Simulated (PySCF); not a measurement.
A calculated (M06-2X, PySCF 2.14, ANO-RCC-VTZP, scalar relativity by spin-free X2C-1e) atom or ion has these occupied shells.

```json
{"shell": "1s α", "electrons": "1", "orbital energy (eV)": "-6515.5", "rms radius, mean of both spins (bohr)": "0.0704"}
{"shell": "1s β", "electrons": "1", "orbital energy (eV)": "-6515.4", "rms radius, mean of both spins (bohr)": "0.0704"}
{"shell": "2s α", "electrons": "1", "orbital energy (eV)": "-779.38", "rms radius, mean of both spins (bohr)": "0.303"}
{"shell": "2s β", "electrons": "1", "orbital energy (eV)": "-776.79", "rms radius, mean of both spins (bohr)": "0.303"}
{"shell": "2p α", "electrons": "3", "orbital energy (eV)": "-662.91", "rms radius, mean of both spins (bohr)": "0.273"}
{"shell": "2p β", "electrons": "3", "orbital energy (eV)": "-660.64", "rms radius, mean of both spins (bohr)": "0.273"}
{"shell": "3s α", "electrons": "1", "orbital energy (eV)": "-104.50", "rms radius, mean of both spins (bohr)": "0.908"}
{"shell": "3s β", "electrons": "1", "orbital energy (eV)": "-99.070", "rms radius, mean of both spins (bohr)": "0.908"}
{"shell": "3p α", "electrons": "3", "orbital energy (eV)": "-71.197", "rms radius, mean of both spins (bohr)": "0.970"}
{"shell": "3p β", "electrons": "3", "orbital energy (eV)": "-64.464", "rms radius, mean of both spins (bohr)": "0.970"}
{"shell": "3d α", "electrons": "4", "orbital energy (eV)": "-19.293", "rms radius, mean of both spins (bohr)": "1.21"}
{"shell": "4s α", "electrons": "1", "orbital energy (eV)": "-8.990", "rms radius, mean of both spins (bohr)": "3.10"}
{"shell": "4s β", "electrons": "1", "orbital energy (eV)": "-7.646", "rms radius, mean of both spins (bohr)": "3.10"}
{"shell": "4p α", "electrons": "1", "orbital energy (eV)": "-4.185", "rms radius, mean of both spins (bohr)": "3.66"}
```

Name the element and its charge.

Mn (manganese, neutral), in [Ar] 3d4 4s2 4p1, one real determinant (an excited configuration).
